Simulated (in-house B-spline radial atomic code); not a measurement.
RPA and G0W0 on PBE0: Ar⁶⁺

Configuration [Ne] 3s2, mean-field start PBE0. Computed with a B-spline radial code for spherical atoms: all electrons, scalar-relativistic (spin-free one-electron X2C), finite nucleus, each spin shell either full or empty, empty states to l = 9 with an (l + 1/2)⁻⁴ tail; G0W0 by contour deformation at full frequency.

Command:
```bash
python run_gw.py task.json out
```
Settings (radii: box in bohr, nucleus in fm):
```
Z                        18
electrons                12
configuration            [Ne] 3s2
hamiltonian              x2c
method                   pbe0
lmax                     9
rms_radius               3.4274
spin_polarised           False
box_radius               9.29
intervals                68
ion_configuration        [Ne] 3s1
```

Run time, properties included: 1.8 s on 1 thread of Intel(R) Xeon(R) 6975P-C (shared host).

Energies (hartree):

```tsv
term	value
mean-field total	-517.85041
Hartree-Fock functional on these orbitals	-517.49119
direct second order	-0.8462
second-order exchange	0.30928
SOSEX correction	0.27972
```

Question: What is the RPA correlation energy, and what remains with SOSEX?

Answer: RPA gives -0.75624 hartree (-1.71 eV per electron); RPA + SOSEX gives -0.47652, and the second-order doubles -0.53691 hartree (no singles). RPA lacks exchange-type terms and so overcorrelates at short range.

Quasi-particle levels (eV):

| level | occupied | mean field | Σx - vxc | Σc | QP weight | G0W0 |
| --- | --- | --- | --- | --- | --- | --- |
| 3s | yes | -117.92 | -4.53 | ? | ? | ? |
| 2p | yes | -351.15 | -22.04 | 3.98 | 0.955 | -369.21 |
| 3p | no | -97.04 | 7.33 | -1.99 | 0.957 | -91.70 |

G0W0 = mean field + (Σx - vxc) + Σc, with Σc (partial-wave tail included) taken at the quasi-particle energy. Levels of low weight are left out.

Question: Where does G0W0 put 3s?

Answer: At -124.87 eV, with Σc = -2.41 eV and a quasi-particle weight of 0.965. The tabulated removal energy is 124.41 ± 0.06 eV (NIST, semi-empirical); the calculation leaves out spin-orbit coupling, Breit and QED terms, and what these don't explain is the method's own error.

Question: What does it cost to remove one electron (to [Ne] 3s1) by differences of total energies, each species on its own start (correlation terms add to the Hartree-Fock functional)?

Answer: PBE0 124.05 eV, Hartree-Fock functional 122.27 eV, + RPA 124.74 eV, + RPA + SOSEX 124.08 eV, + second order 124.71 eV. Tabulated: 124.41 ± 0.06 eV (NIST, semi-empirical); the calculation leaves out spin-orbit coupling, Breit and QED terms, and what these don't explain is the method's own error.
